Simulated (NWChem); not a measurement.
Species: LaCl2 cation; SMILES [Cl][La+][Cl]

```xyz
3

La     0.0000     0.0000     0.4281
Cl     2.0296     0.0000    -1.0417
Cl    -2.0296     0.0000    -1.0417
```
Atoms are numbered in this order, from 1.

Level: PBE0/def2-SVP with def2 effective core potentials on La (NWChem), optimised geometry, unscaled harmonic frequencies. This spin state was assumed; another may lie lower. def2 effective core potentials on La; no spin-orbit coupling.

List the harmonic frequencies with IR intensities, and the thermochemistry.


| frequency (cm⁻¹) | IR intensity (km/mol) |
|---|---|
| 76 | 6.4 |
| 387 | 32.5 |
| 390 | 113.5 |

```yaml
zero_point_energy: 1.2 kcal/mol
thermal correction to the enthalpy at 298.15 K (with zero-point energy): 4.5 kcal/mol
heat capacity Cv: 10.9 cal/(mol K)
entropy at 298.15 K and 1 atm (symmetry number 2): 74.2 cal/(mol K)
```

Rigid rotor and harmonic oscillator; modes under 100 cm⁻¹ make the entropy uncertain.
